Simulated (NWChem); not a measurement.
# SiH3TeOI; SMILES O([Te]I)[SiH3]

```xyz
7

Te     0.9748     0.6400    -0.1082
I     -0.2257    -1.7844    -0.0194
O     -0.4411     1.7722     0.7029
Si    -1.8047     2.3085    -0.1241
H     -1.4149     3.0707    -1.3497
H     -2.5356     3.1968     0.8222
H     -2.6700     1.1582    -0.5224
```
Atoms are numbered in this order, from 1.

Level: PBE0/def2-SVP with def2 effective core potentials on Te, I (NWChem), optimised geometry, unscaled harmonic frequencies. def2 effective core potentials on Te, I; no spin-orbit coupling.

| frequency (cm⁻¹) | IR intensity (km/mol) |
|---|---|
| 42 | 0.3 |
| 70 | 0.2 |
| 137 | 1.1 |
| 160 | 2.3 |
| 211 | 13.1 |
| 499 | 22.5 |
| 710 | 43.1 |
| 720 | 49.3 |
| 893 | 464.8 |
| 935 | 70.2 |
| 947 | 107.9 |
| 977 | 185.2 |
| 2231 | 108.2 |
| 2240 | 71.9 |
| 2264 | 123.8 |

The zero-point energy comes out as 18.6 kcal/mol and the thermal correction to the enthalpy at 298.15 K (with zero-point energy) is 23.6 kcal/mol. The heat capacity Cv is 20.2 cal/(mol K) and the entropy at 298.15 K and 1 atm (symmetry number 1) comes out as 91.8 cal/(mol K).

Rigid rotor and harmonic oscillator; modes under 100 cm⁻¹ make the entropy uncertain.
